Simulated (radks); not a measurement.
Question: The mercury ion Hg9+ is in [Xe] 4f14 5d(3/2: 3, 5/2: 0). Calculated with a radial shooting solver on a logarithmic mesh with Libxc functionals: Dirac Kohn-Sham, PBE, spin-unpolarised, spherical densities, finite nucleus; Fermi nuclear charge, rms radius of each element as measured or else 0.836 A^(1/3) + 0.57 fm. Sub-shells are occupied by j as written (lower j first in brackets). One electron is removed from 5d3/2, 5p1/2, 4f7/2, 5p3/2 in turn, with full relaxation. Which removal costs least, and what does each cost?

Answer: 5d3/2 153.67 eV; 5p3/2 213.05 eV; 5p1/2 234.30 eV; 4f7/2 261.33 eV. The 5d3/2 electron leaves first.
